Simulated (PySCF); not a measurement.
C₃H₇O₂, SMILES C[C](O)CO, multiplicity 2. Coordinates come from a PBE-D3(BJ)/def2-SVP optimisation. The isomer is the one that the SMILES or the coordinates give; other isomers of the formula were not compared. The values are those of a single conformer.

Computed equilibrium geometry at PBE-D3(BJ)/def2-SVP (PySCF confirms it by a frequency run) as bond lengths and angles (one conformer of several):
Atoms: C1 C2 O3 C4 O5 H6 H7 H8 H9 H10 H11 H12. Bonds (Å): C1–C2 1.490, C1–H6 1.118, C1–H7 1.108, C1–H8 1.109, C2–O3 1.383, C2–C4 1.492, O3–H9 0.977, C4–O5 1.439, C4–H10 1.110, C4–H11 1.124, O5–H12 0.976. Bond angles (°): C2–C1–H6 112.3, C2–C1–H7 110.6, C2–C1–H8 110.8, H6–C1–H7 106.9, H6–C1–H8 107.2, H7–C1–H8 108.8, C1–C2–O3 113.2, C1–C2–C4 121.4, O3–C2–C4 117.1, C2–O3–H9 107.6, C2–C4–O5 114.1, C2–C4–H10 110.2, C2–C4–H11 109.2, O5–C4–H10 105.3, O5–C4–H11 111.1, H10–C4–H11 106.6, C4–O5–H12 106.1.
Charge 0, spin multiplicity 2.
